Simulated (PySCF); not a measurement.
HIn, triplet, at a GFN2-xTB geometry (such geometries of metal compounds can be far from the true shape) (the spin is typed, not shown lowest) (all electrons, no relativity).

Here is a job for PySCF.
```python
from pyscf import gto, scf, dft

mol = gto.M(
    atom='''
In   -0.00000000   -0.00000000   -0.03944113
H     0.00000000    0.00000000    1.93261555
''',
    basis='3-21g',
    spin=2,
    verbose=4,
)

mf = dft.UKS(mol)
mf.xc = 'b3lyp'
mf.disp = 'd4'
mf.kernel()
```

**Question.** What does this run give for the Mulliken (on the basis functions themselves) charges in atom order, dipole moment, <S^2>?

**Answer.** 
```json
{
  "Mulliken (on the basis functions themselves) charges in atom order": "In1 0.05, H2 -0.05",
  "dipole_moment": "0.56 D",
  "<S^2>": "2.008"
}
```

These values belong to the state on which the SCF converged, which isn't shown to be the lowest.
